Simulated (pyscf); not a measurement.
**HO–AlH–AsH₂ (SMILES [OH][AlH][AsH2]), singlet**

Gas-phase minimum from PySCF at ωB97X-D3(BJ)/def2-SVP, one conformer. 

SMILES: [OH][AlH][AsH2]
```xyz
7

O     -1.6680     0.0264    -0.5499
Al    -0.4586    -1.0686    -0.0492
As     0.9299    -1.9667    -1.7882
H     -2.2804     0.5064     0.0118
H     -0.2662    -1.3862     1.4928
H     -0.2820    -2.2322    -2.6651
H      0.8923    -3.3479    -1.1512
```
Charge 0, spin multiplicity 1.

Bonded distances (Å): O1–Al2 1.707, O1–H4 0.960, Al2–As3 2.400, Al2–H5 1.586, As3–H6 1.519, As3–H7 1.521. Angles (°): Al2–O1–H4 127.0, O1–Al2–As3 115.9, O1–Al2–H5 120.0, As3–Al2–H5 124.0, Al2–As3–H6 91.3, Al2–As3–H7 91.3, H6–As3–H7 93.6.

Properties at ωB97X-D3(BJ)/def2-SVP:

Harmonic wavenumbers, unscaled: 94, 155, 341, 356, 439, 497, 557, 590, 707, 880, 1012, 1954, 2252, 2268, 3982 cm⁻¹
Zero-point energy: 23.0 kcal/mol
Rotational symmetry number: 1
Entropy of this conformer at 298 K and 1 atm, rigid rotor and harmonic oscillator, modes under 100 cm⁻¹ raised to 100: 324.5 J/(mol K)
Dipole moment: 1.78 D

Single-point totals, which compare only within one level (frozen core for MP2 and CC):

```tsv
level	total energy (hartree)
ωB97X-D3(BJ)/def2-TZVP	-2556.02124
PBE/def2-TZVP	-2555.47588
r²SCAN/def2-TZVP	-2555.96280
B3LYP-D3(BJ)/def2-TZVP	-2556.11573
PBE0-D3(BJ)/def2-TZVP	-2555.57008
M06-2X/def2-TZVP	-2555.99195
ωB97M-D3(BJ)/def2-TZVP	-2556.10763
HF/def2-TZVPP	-2553.41794
MP2/def2-TZVPP	-2554.01589
CCSD/def2-TZVPP	-2554.03874
CCSD(T)/def2-TZVPP	-2554.06058
```

Soft torsions are taken as harmonic, which can shift the entropy by several J/(mol K). The CCSD(T) − MP2 part came from Ansatz, without density fitting, on the same reference. The frozen core leaves the outer d or s,p core shells of the metals and heavy elements correlated in the MP2 and CC values, and def2-TZVPP describes them poorly, so these totals are far from the basis limit. Elements up to Kr have no core potential and no relativistic terms here.
